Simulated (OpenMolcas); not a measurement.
# neutral platinum: from RASSCF to RASPT2

```
Program             : OpenMolcas
Basis               : ANO-RCC-VDZP [7s6p4d2f]
Scalar Hamiltonian  : DKH2, point nucleus
Active space        : 10 electrons in 9 orbitals (RAS2 5d 6s; RAS3 6p, at most 2 electrons)
State averaging     : 2S+1 = 3 even, 15 roots; 2S+1 = 1 even, 20 roots kept (CI in the orbitals of an earlier block); 2S+1 = 3 odd, 3 roots (0 in the spin-orbit step); 2S+1 = 5 odd, 5 roots kept (CI in the orbitals of an earlier block, 0 in the spin-orbit step)
Spin-orbit coupling : RASSI with atomic mean-field integrals over the reference wave functions, term energies averaged over their components
```

Methods on the same reference wave functions:
A. RASSCF
B. SS-RASPT2, IPEA 0.25 Eh, imaginary shift 0.1 Eh (closed shells correlated: 5s 5p)
C. MS-RASPT2, IPEA 0.25 Eh, imaginary shift 0.1 Eh (closed shells correlated: 5s 5p)

Energies in cm⁻¹ above 5d⁹ 6s ³D₃, the measured ground level; measured values from NIST Handbook of Basic Atomic Spectroscopic Data.

| Level | A | B | C | Measured |
| --- | --- | --- | --- | --- |
| 5d⁸ 6s² ³F₄ | -5878 | -736 | -736 | 824 |
| 5d⁹ 6s ³D₃ | 0.0 | 0.0 | 0.0 | 0.0 |
| 5d⁸ 6s² ³F₃ | 3386 | 8570 | 8570 | 10117 |
| 5d⁹ 6s ³D₁ | 10558 | 10560 | 10560 | 10132 |
| 5d⁸ 6s² ³P₁ | 15325 | 18950 | 18950 | 18567 |
| 5d⁸ 6s² ³P₀ | 15929 | 21950 | 21950 | 16983 |
| 5d⁸ 6s² ¹G₄ | 18108 | 22180 | 22180 | 21967 |

A puts 5d⁸ 6s² ³F₄ lowest. B puts 5d⁸ 6s² ³F₄ lowest. C puts 5d⁸ 6s² ³F₄ lowest.

Deviations, from unrounded energies. A percentage is the sum of absolute deviations over the sum of measured energies, with the sign that they share, or ± where signs differ.

```tsv
Against measurement	Levels	A	B	C
mean absolute deviation (cm-1)	6	3700	1500	1500
fine structure of the ground term (%)	1	+4.2	+4.2	+4.2
other configurations (%)	5	-31.5	±12.7	±12.7
```

B, C lie about equally close to measurement and A furthest from it. The largest miss of C in the table is 5d⁸ 6s² ³P₀, by +5000 cm-1. The ranking rests on the paired levels alone, and a cruder setting can come out closer through cancelling errors.

Between B and C no level of the table moves by more than 5 cm-1.

The two smallest mean deviations differ by little beside CASPT2's spread within terms, so their order carries little weight.

The lowest spin-free term lies below A's lowest term by 0.374 hartree in B, 0.376 hartree in C.

CASPT2 does not keep the components of a term degenerate, so their means are used; among the terms shown or strongly mixed into the levels shown the widest spread is 1000 cm-1 (5d⁸ 6s² ¹G, C). Some high roots are left out of the spin-orbit mixing, which shifts the levels that they would mix with. Terms from blocks run as CI alone lack orbitals of their own. The lowest computed level is not the ground level that NIST lists (3D3). Configurations are named by rounded mean occupations; where the s occupation lies near a half they are strongly mixed, a name can repeat and a true partner stay unpaired. A single d shell beside an s shell can misplace configurations of different d count against each other. No level of 5d⁸ 6s 6p was computed, though it lies in the active space. Without dynamic correlation excited terms often stand tens of per cent too high (terms of higher spin than the ground term too low), and those without a measured partner can miss by more than the paired ones (holds for A). The lowest spin-free term belongs to 5d⁹ 6s, not to the configuration of the lowest level (holds for B; C). Computed and measured levels are paired by configuration, term and J; levels that our copy of the source lacks, or whose pairing is in doubt (as where it misses far off the trend of its configuration), stay unpaired and out of the deviations. Levels of configurations outside the active space are missing. Levels that lie high or do not pair safely by name in every column are left out.
